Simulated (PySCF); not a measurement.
s-indacene (C12H8), SMILES C1=Cc2cc3c(cc2=C1)C=CC=3. Geometry optimised at PBE-D3(BJ)/def2-SVP.

Computed with PBE-D3(BJ)/def2-SVP in PySCF.

Harmonic wavenumbers (cm⁻¹): 108, 179, 244, 297, 344, 364, 413, 439, 510, 547, 556, 677, 727, 734, 736, 759, 776, 782, 809, 847, 849, 852, 892, 899, 926, 928, 934, 1024, 1041, 1044, 1058, 1165, 1165, 1185, 1213, 1270, 1328, 1345, 1353, 1411, 1417, 1431, 1531, 1564, 1564, 1596, 3102, 3103, 3144, 3145, 3150, 3150, 3173, 3174. Rotational constants (GHz): 2.949, 0.6803, 0.5528; symmetry number 4.

Q: Work out the zero-point energy and the ideal-gas rigid-rotor harmonic-oscillator thermochemistry at 298.15 K and 1 atm.

A: ZPE = ½ Σ hcν = ½ × 66976 cm⁻¹ = 95.75 kcal/mol. H − E(el) = 101.63 kcal/mol. Entropy in cal/(mol K): translation 40.97, rotation 27.30, vibration 18.49, total 86.75. G − E(el) = 75.76 kcal/mol. Cp = 37.99 cal/(mol K). Modes under 150 cm⁻¹ make the vibrational entropy uncertain.
